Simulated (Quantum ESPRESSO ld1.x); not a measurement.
Values are calculated unless marked as measured or tabulated.
Species: Ag XXXVIII. Configuration: [Ne] (the NIST ground configuration). Level of theory: scalar-relativistic Kohn-Sham, LDA (Slater exchange, Perdew-Zunger correlation), spin-unpolarised, spherical densities, point nucleus (ld1.x of Quantum ESPRESSO 7.5).

Radial electron density D(r) = 4 pi r^2 rho(r):

```
   r/bohr * D(r) (the largest magnitude, 65.8, reaches the edge; | marks zero)
   0.0019 |  *
 0.002091 |   *
 0.002302 |   *
 0.002534 |    *
 0.002789 |     *
  0.00307 |      *
 0.003379 |       *
  0.00372 |        *
 0.004094 |          *
 0.004507 |           *
 0.004961 |             *
 0.005461 |               *
 0.006011 |                  *
 0.006617 |                    *
 0.007283 |                       *
 0.008017 |                         *
 0.008825 |                            *
 0.009714 |                               *
  0.01069 |                                  *
  0.01177 |                                     *
  0.01296 |                                        *
  0.01426 |                                           *
   0.0157 |                                             *
  0.01728 |                                              *
  0.01902 |                                                *
  0.02094 |                                                *
  0.02287 |                                                *
  0.02517 |                                               *
   0.0277 |                                              *
   0.0305 |                                             *
  0.03357 |                                           *
  0.03695 |                                         *
  0.04067 |                                        *
  0.04477 |                                       *
  0.04928 |                                       *
  0.05425 |                                        *
  0.05972 |                                          *
  0.06573 |                                             *
  0.07236 |                                                *
  0.07965 |                                                   *
  0.08767 |                                                     *
  0.09651 |                                                      *
   0.1062 |                                                     *
   0.1169 |                                                  *
   0.1287 |                                            *
   0.1417 |                                      *
    0.156 |                              *
   0.1717 |                       *
    0.189 |                *
    0.208 |          *
    0.229 |      *
    0.252 |   *
   0.2774 | *
   0.3054 |*
   0.3362 *
     0.37 *
   0.4073 *
   0.4484 *
```

D(r) has 2 maxima, at r = 0.0216, 0.0950 bohr, and minima at 0.0462 bohr, inside which lie 2.09 electrons.
